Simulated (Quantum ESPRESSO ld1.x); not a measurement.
Charge is removed step by step from the 3s down level of Zn+, starting from [Ne] 3s(up 1, down 1) 3p6 3d10 4s1. All-electron calculation, scalar-relativistic Kohn-Sham, LDA (Slater exchange, Perdew-Wang correlation), spin-polarised, spherical densities, point nucleus; open shells are filled with parallel spins first. Program: ld1.x of Quantum ESPRESSO 7.5.

removed (e),E - E(0) (eV),eigenvalue (eV),E minus straight line (eV)
0,0.000,-138.31,0.000
0.25,35.138,-142.90,-1.818
0.5,71.454,-147.72,-2.458
0.75,109.00,-152.74,-1.868
1,147.82,-157.94,0.000

Removing the whole electron costs 147.82 eV by Delta-SCF, against 138.31 eV from minus the eigenvalue at the starting occupation. Slater's transition state (half an electron removed) gives 147.72 eV. Integrating minus the eigenvalue over the occupation (Janak's theorem) gives 147.86 eV. In this scalar-relativistic scheme the density is built from large components alone, so the theorem holds only approximately. The mean slope of the eigenvalue, de/dn, is 19.6 eV per electron.
